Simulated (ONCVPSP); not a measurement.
## Building the ONCV potential for In (LDA (Perdew-Zunger), fully relativistic).

Input for ONCVPSP 4.0.1:

```
# ATOM AND REFERENCE CONFIGURATION
# atsym  z   nc   nv     iexc    psfile
  In 49.00    9    2        3      upf
#
#   n    l    f
    1    0    2.00
    2    0    2.00
    2    1    6.00
    3    0    2.00
    3    1    6.00
    3    2   10.00
    4    0    2.00
    4    1    6.00
    4    2   10.00
    5    0    2.00
    5    1    0.75
#
# PSEUDOPOTENTIAL AND OPTIMIZATION
# lmax
    2
#
#   l,   rc,      ep,       ncon, nbas, qcut
    0    1.75    0.00    4    9    3.00
    1    2.85    0.00    5    8    2.30
    2    2.50    0.10    4    7    4.50
#
# LOCAL POTENTIAL
# lloc, lpopt,  rc(5),   dvloc0
    0    5    1.75    0.00
#
# VANDERBILT-KLEINMAN-BYLANDER PROJECTORs
# l, nproj, debl
    0    0    2.40
    1    3    3.10
    2    1    2.60
#
# MODEL CORE CHARGE
# icmod, fcfact, rcfact
    3    5.25    1.80
#
# LOG DERIVATIVE ANALYSIS
# epsh1, epsh2, depsh
   -2.00    5.00    0.02
#
# OUTPUT GRID
# rlmax, drl
    6.00    0.01
#
# TEST CONFIGURATIONS
# ncnf
    4
# nvcnf
#   n    l    f
    2
    5    0    2.00
    5    1    1.00
#
    2
    5    0    2.00
    5    1    0.00
#
    2
    5    0    1.00
    5    1    0.00
#
    2
    5    0    1.00
    5    1    1.00
#
```

Command:

```bash
oncvpspr.x < In.dat > In.out
```

The program printed (shortened: citation, most of the input echo, consistency checks and plot data are left out):

```
ONCVPSP  (Optimized Norm-Conservinng Vanderbilt PSeudopotential)
relativistic version 4.0.1

#   n    l    f        energy (Ha)
    1    0    2.00    -1.0181507D+03
    2    0    2.00    -1.5249097D+02
    2    1    6.00    -1.3455258D+02    -1.4229085D+02
    3    0    2.00    -2.8969172D+01
    3    1    6.00    -2.3449645D+01    -2.4847251D+01
    3    2   10.00    -1.5844238D+01    -1.6130906D+01
    4    0    2.00    -4.4496385D+00
    4    1    6.00    -2.8526417D+00    -3.0999956D+00
    4    2   10.00    -7.3710389D-01    -7.6895248D-01
    5    0    2.00    -3.6937397D-01
    5    1    0.75    -1.4584507D-01    -1.5871021D-01

Reference configufation results
  iterations    22
  all-electron total energy (Ha)   -5.87799046D+03

Begin loop to  construct optimized pseudo wave functions
and semi-local pseudopoentials for all angular momenta

Calculating optimized projector #   1

 for l=   0

    Fraction of norm inside rc  0.175932
    Optimizing pswf for qcut=   3.01 a_B^-1,  ecut=   4.53 Ha
    Residual kinetic energy error=  2.64D-03 Ha

    Energy error per electron        Cutoff
         Ha          eV             Ha
         0.01000     0.27211        3.43
         0.00100     0.02721        8.46
         0.00010     0.00272       64.16
         0.00001     0.00027       82.08

   Wellstate for l =  1  n =  8 kap= -2
     eigenvalue =   2.9542
     asymptotic potential =   3.4542
     half-point radius =  4.8741

   Wellstate for l =  1  n = 10 kap= -2
     eigenvalue =   6.0542
     asymptotic potential =   6.5542
     half-point radius =  4.9598

Calculating optimized projector #   1

 for l=   1

    Fraction of norm inside rc  0.355876
    Optimizing pswf for qcut=   2.30 a_B^-1,  ecut=   2.64 Ha
    Residual kinetic energy error=  2.38D-03 Ha

    Energy error per electron        Cutoff
         Ha          eV             Ha
         0.01000     0.27211        0.99
         0.00100     0.02721        4.37
         0.00010     0.00272       19.14
         0.00001     0.00027       23.30

Calculating optimized projector #   2

 for l=   1

    Fraction of norm inside rc  0.188854
    Optimizing pswf for qcut=   2.30 a_B^-1,  ecut=   2.64 Ha
    Residual kinetic energy error=  5.32D-01 Ha

    Energy error per electron        Cutoff
         Ha          eV             Ha
         0.01000     0.27211        7.16
         0.00100     0.02721       19.45
         0.00010     0.00272       26.21
         0.00001     0.00027       29.58

Calculating optimized projector #   3

 for l=   1

    Fraction of norm inside rc  0.116766
    Optimizing pswf for qcut=   2.30 a_B^-1,  ecut=   2.64 Ha
    Residual kinetic energy error=  1.36D+00 Ha

    Energy error per electron        Cutoff
         Ha          eV             Ha
         0.01000     0.27211       11.35
         0.00100     0.02721       16.77
         0.00010     0.00272       28.51
         0.00001     0.00027       32.55

   Wellstate for l =  1  n =  8 kap=  1
     eigenvalue =   2.9413

   Wellstate for l =  1  n = 10 kap=  1
     eigenvalue =   6.0326

Calculating optimized projector #   1

 for l=   1

    Fraction of norm inside rc  0.398160
    Optimizing pswf for qcut=   2.30 a_B^-1,  ecut=   2.64 Ha
    Residual kinetic energy error=  2.29D-03 Ha

    Energy error per electron        Cutoff
         Ha          eV             Ha
         0.01000     0.27211        1.09
         0.00100     0.02721        4.90
         0.00010     0.00272       19.60
         0.00001     0.00027       23.65

Calculating optimized projector #   2

 for l=   1

    Fraction of norm inside rc  0.194800
    Optimizing pswf for qcut=   2.30 a_B^-1,  ecut=   2.64 Ha
    Residual kinetic energy error=  5.79D-01 Ha

    Energy error per electron        Cutoff
         Ha          eV             Ha
         0.01000     0.27211        7.08
         0.00100     0.02721       19.78
         0.00010     0.00272       26.70
         0.00001     0.00027       30.15

Calculating optimized projector #   3

 for l=   1

    Fraction of norm inside rc  0.121031
    Optimizing pswf for qcut=   2.30 a_B^-1,  ecut=   2.64 Ha
    Residual kinetic energy error=  1.40D+00 Ha

    Energy error per electron        Cutoff
         Ha          eV             Ha
         0.01000     0.27211       11.25
         0.00100     0.02721       17.28
         0.00010     0.00272       29.60
         0.00001     0.00027       34.30

   Wellstate for l =  2  n =  5 kap= -3
     eigenvalue =   0.1000
     asymptotic potential =   0.6000
     half-point radius =  8.3702

Calculating optimized projector #   1

 for l=   2

    Fraction of norm inside rc  0.050748
    Optimizing pswf for qcut=   4.51 a_B^-1,  ecut=  10.16 Ha
    Residual kinetic energy error=  6.25D-04 Ha

    Energy error per electron        Cutoff
         Ha          eV             Ha
         0.01000     0.27211        6.40
         0.00100     0.02721        9.55
         0.00010     0.00272       24.52
         0.00001     0.00027       31.09

   Wellstate for l =  2  n =  5 kap=  2
     eigenvalue =   0.1000

Calculating optimized projector #   1

 for l=   2

    Fraction of norm inside rc  0.051744
    Optimizing pswf for qcut=   4.51 a_B^-1,  ecut=  10.16 Ha
    Residual kinetic energy error=  5.44D-04 Ha

    Energy error per electron        Cutoff
         Ha          eV             Ha
         0.01000     0.27211        6.17
         0.00100     0.02721        9.37
         0.00010     0.00272       23.91
         0.00001     0.00027       30.56

Construct Vanderbilt / Kleinmman-Bylander projectors

B matrix Hermiticity error, ll=  1  kap= -2
   1   2    7.9991D-05
   1   3    1.2176D-04
   2   3   -1.6020D-04

  Orthonormal projector coefficients  2.1495E+01  2.4709E+00  8.2064E-01

B matrix Hermiticity error, ll=  1  kap=  1
   1   2    8.3789D-05
   1   3    1.3499D-04
   2   3   -1.6252D-04

  Orthonormal projector coefficients  2.4744E+00 -2.4083E+00  1.3423E+00

 Orthonormal scalar projector coefficients, l =  1
  1.3795E+01  2.4677E+00  7.7128E-01 -4.2201E-02  1.2981E-03  6.6371E-04

 Orthonormal spin-orbit projector coefficients, l =  1
  1.5499E+01  1.5923E-01 -1.3336E-01  7.0819E-02 -2.3581E-02  1.3896E-02

 Orthonormal scalar projector coefficients, l =  2
 -2.0956E+01 -4.3664E-04

 Orthonormal spin-orbit projector coefficients, l =  2
  2.1220E+00 -2.8748E-03

Model core correction analysis
  based on d2Exc/dn_idn_j

d2excae - all-electron derivatives

   -2.309733D-02   -1.927008D-02
   -1.926724D-02   -2.340303D-02

d2excps - pseudofunction derivatives with no core correction

   -4.284282D-02   -2.990254D-02
   -2.990240D-02   -3.192529D-02

rms 2nd derivative error    1.312125E-02

rmatch, rhocmatch    2.1869    0.2515

Teter function model core charge with specified parameters

d2excps - pseudofunction derivatives with core correction

   -1.951367D-02   -1.459205D-02
   -1.458971D-02   -1.808202D-02

rms 2nd derivative error    4.607575E-03

Pseudoatom total energy   -2.012796

Diagnostic tests using Vanderbilt-Kleinman-Bylander pseudopotentials
  relativistic with J = L +/- 1/2 projectors

   l  kap   rcore       rmatch      e in        delta e    norm test   slope test

   0  -1   1.7526899   1.8059053  -0.3693740   0.0000001   1.0000029   0.9999991

   1  -2   2.8624604   2.9493709  -0.1458451  -0.0000003   1.0000002   1.0000365
   1   1   2.8624604   2.9493709  -0.1587102   0.0000003   1.0000103   1.0000044
   1  -2   2.8624604   2.9493709   2.9541549   0.0000279   1.0001603   1.0001603
   1   1   2.8624604   2.9493709   2.9326472   0.0000245   1.0001561   1.0001561
   1  -2   2.8624604   2.9493709   6.0541549   0.0001413   1.0003055   1.0003055
   1   1   2.8624604   2.9493709   6.0345906   0.0001418   1.0001534   1.0001534

   2  -3   2.5094810   2.5856743   0.1000000   0.0000025   1.0000008   1.0000008
   2   2   2.5094810   2.5856743   0.0985968   0.0000037   1.0000013   1.0000013

Diagnostic tests using Vanderbilt-Kleinman-Bylander pseudopotentials
  relativistic with scalar and spin-orbit non-local projectors

   l  kap   rcore       rmatch      e in        delta e    norm test   slope test

   0  -1   1.7526899   1.8059053  -0.3693740   0.0000001   1.0000029   0.9999991

   1  -2   2.8624604   2.9493709  -0.1458451  -0.0014155   0.9974827   0.8988067
   1   1   2.8624604   2.9493709  -0.1587102   0.0028064   1.0037947   1.1184144
   1  -2   2.8624604   2.9493709   2.9541549  -0.0011416   1.0009009   1.0009009
   1   1   2.8624604   2.9493709   2.9326472   0.0016938   0.9988508   0.9988508
   1  -2   2.8624604   2.9493709   6.0541549  -0.0010586   0.9996893   0.9996893
   1   1   2.8624604   2.9493709   6.0345906   0.0017783   1.0011799   1.0011799

   2  -3   2.5094810   2.5856743   0.1000000   0.0001673   0.9999604   0.9999604
   2   2   2.5094810   2.5856743   0.0985968   0.0001660   0.9999606   0.9999606

Ghost test for J = L + 1/2

 Testing for bound ghosts
   n   l    E NL Schr. Eq   E Basis Diag.   E Cutoff

   2   1       -0.145845       -0.143082     48.06

       2                      -11.477055     28.58  WARNING - GHOST(-)

 Testing for highly-localized positive-energy ghosts
       l    <radius>/rc     E Basis Diag.   E Cutoff

       1        0.878962       33.502422     48.06  WARNING - GHOST(+)

Ghost test for J = L - 1/2

 Testing for bound ghosts
   n   l    E NL Schr. Eq   E Basis Diag.   E Cutoff

   2   1       -0.158710       -0.156579     48.06

       2                      -16.548928     28.58  WARNING - GHOST(-)

 Testing for highly-localized positive-energy ghosts
       l    <radius>/rc     E Basis Diag.   E Cutoff

Test configuration 0

   n   l kap    f        eae           eps        diff
   1   0  -1  2.0000-1018.15066308
   2   0  -1  2.0000 -152.49096608
   2   1  -2  4.0000 -134.55257605
   2   1   1  2.0000 -142.29085415
   3   0  -1  2.0000  -28.96917154
   3   1  -2  4.0000  -23.44964516
   3   1   1  2.0000  -24.84725078
   3   2  -3  6.0000  -15.84423796
   3   2   2  4.0000  -16.13090638
   4   0  -1  2.0000   -4.44963853
   4   1  -2  4.0000   -2.85264169
   4   1   1  2.0000   -3.09999556
   4   2  -3  6.0000   -0.73710389
   4   2   2  4.0000   -0.76895248
   5   0  -1  2.0000   -0.36937397   -0.36937382    1.43E-07
   5   1  -2  0.5000   -0.14584507   -0.14584535   -2.72E-07
   5   1   1  0.2500   -0.15871021   -0.15870986    3.49E-07

    Total energies and differences
      AE_ref= -5.87799046E+03  AE_tst= -5.87799046E+03  dif=  0.00E+00
      PS_ref= -2.01279649E+00  PS_tst= -2.01279649E+00  dif= -8.88E-16
      PSP excitation error=  8.88E-16

Test configuration 1

   n   l kap    f        eae           eps        diff
   1   0  -1  2.0000-1018.08784518
   2   0  -1  2.0000 -152.42838767
   2   1  -2  4.0000 -134.48996832
   2   1   1  2.0000 -142.22823696
   3   0  -1  2.0000  -28.90660654
   3   1  -2  4.0000  -23.38707752
   3   1   1  2.0000  -24.78468280
   3   2  -3  6.0000  -15.78168472
   3   2   2  4.0000  -16.06835324
   4   0  -1  2.0000   -4.38701521
   4   1  -2  4.0000   -2.78998781
   4   1   1  2.0000   -3.03735175
   4   2  -3  6.0000   -0.67457054
   4   2   2  4.0000   -0.70640288
   5   0  -1  2.0000   -0.31171566   -0.31027819    1.44E-03
   5   1  -2  0.6667   -0.09574782   -0.09415518    1.59E-03
   5   1   1  0.3333   -0.10742129   -0.10581551    1.61E-03

    Total energies and differences
      AE_ref= -5.87799046E+03  AE_tst= -5.87802160E+03  dif= -3.11E-02
      PS_ref= -2.01279649E+00  PS_tst= -2.04371975E+00  dif= -3.09E-02
      PSP excitation error= -2.18E-04

Test configuration 2

   n   l kap    f        eae           eps        diff
   1   0  -1  2.0000-1018.36755094
   2   0  -1  2.0000 -152.70648065
   2   1  -2  4.0000 -134.76824535
   2   1   1  2.0000 -142.50657592
   3   0  -1  2.0000  -29.18456706
   3   1  -2  4.0000  -23.66505194
   3   1   1  2.0000  -25.06266327
   3   2  -3  6.0000  -16.05957211
   3   2   2  4.0000  -16.34624096
   4   0  -1  2.0000   -4.66510317
   4   1  -2  4.0000   -3.06819218
   4   1   1  2.0000   -3.31551950
   4   2  -3  6.0000   -0.95179928
   4   2   2  4.0000   -0.98374010
   5   0  -1  2.0000   -0.56247159   -0.57112286   -8.65E-03
   5   1  -2  0.0000   -0.31453373   -0.31453373    0.00E+00
   5   1   1  0.0000   -0.33117880   -0.33117880    0.00E+00

    Total energies and differences
      AE_ref= -5.87799046E+03  AE_tst= -5.87781559E+03  dif=  1.75E-01
      PS_ref= -2.01279649E+00  PS_tst= -1.83462879E+00  dif=  1.78E-01
      PSP excitation error= -3.30E-03

Test configuration 3

   n   l kap    f        eae           eps        diff
   1   0  -1  2.0000-1018.76338997
   2   0  -1  2.0000 -153.09731079
   2   1  -2  4.0000 -135.15934049
   2   1   1  2.0000 -142.89781337
   3   0  -1  2.0000  -29.57583099
   3   1  -2  4.0000  -24.05630050
   3   1   1  2.0000  -25.45392252
   3   2  -3  6.0000  -16.45051682
   3   2   2  4.0000  -16.73718032
   4   0  -1  2.0000   -5.05619882
   4   1  -2  4.0000   -3.45906297
   4   1   1  2.0000   -3.70647069
   4   2  -3  6.0000   -1.33750421
   4   2   2  4.0000   -1.36985699
   5   0  -1  1.0000   -0.88650849   -0.91295617   -2.64E-02
   5   1  -2  0.0000   -0.60033626   -0.60033626    0.00E+00
   5   1   1  0.0000   -0.62296642   -0.62296642    0.00E+00

    Total energies and differences
      AE_ref= -5.87799046E+03  AE_tst= -5.87709306E+03  dif=  8.97E-01
      PS_ref= -2.01279649E+00  PS_tst= -1.09508837E+00  dif=  9.18E-01
      PSP excitation error= -2.03E-02

Test configuration 4

   n   l kap    f        eae           eps        diff
   1   0  -1  2.0000-1018.42708173
   2   0  -1  2.0000 -152.76444815
   2   1  -2  4.0000 -134.82614136
   2   1   1  2.0000 -142.56449007
   3   0  -1  2.0000  -29.24332523
   3   1  -2  4.0000  -23.72377967
   3   1   1  2.0000  -25.12137846
   3   2  -3  6.0000  -16.11815479
   3   2   2  4.0000  -16.40481489
   4   0  -1  2.0000   -4.72423636
   4   1  -2  4.0000   -3.12716403
   4   1   1  2.0000   -3.37454166
   4   2  -3  6.0000   -1.00831736
   4   2   2  4.0000   -1.04043762
   5   0  -1  1.0000   -0.59873984   -0.60700822   -8.27E-03
   5   1  -2  0.6667   -0.34398253   -0.35150296   -7.52E-03
   5   1   1  0.3333   -0.36154658   -0.36927786   -7.73E-03

    Total energies and differences
      AE_ref= -5.87799046E+03  AE_tst= -5.87757007E+03  dif=  4.20E-01
      PS_ref= -2.01279649E+00  PS_tst= -1.58942976E+00  dif=  4.23E-01
      PSP excitation error= -2.98E-03
```

Note: ghosts flagged at negative energy: d5/2 at -312.3 eV, d3/2 at -450.3 eV; GHOST(+) flags only above 600 eV. A true bound ghost makes a file unfit for plane-wave use.

The run took about 6.1 s on one core of a shared server CPU.
